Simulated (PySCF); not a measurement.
Computed IR spectrum (relative IR intensity) of a molecule C₃H₉NSi₂. The structure is a stationary point at PBE-D3(BJ)/def2-SVP. One conformer was computed; it need not be the lowest. All values below come from PySCF 2.14.0 with PBE-D3(BJ)/def2-SVP. Frequencies are harmonic and unscaled.

Lines under 2 % of the strongest are left out, and lines within 2 cm⁻¹ are merged.

```tsv
ν (cm⁻¹)	relative intensity
250	2.1
305	3.8
472	4.4
523	2.0
609	4.0
641	18
711	20
746	24
798	2.2
879	100
896	14
906	10
910	33
916	8.5
1003	15
1203	2.8
1331	4.0
1384	6.3
1388	4.6
1588	14
2124	47
2145	38
2155	36
2166	38
2171	41
2962	4.5
2996	2.3
3073	2.1
```

Identify the compound among the candidates.
A. CC1=N[C@@H]([SiH3])[SiH2]1
B. C=C=CN([SiH3])[SiH3]
C. N[C@@H]([SiH3])C#C[SiH3]
D. CC([SiH3])([SiH3])C#N

A, CC1=N[C@@H]([SiH3])[SiH2]1
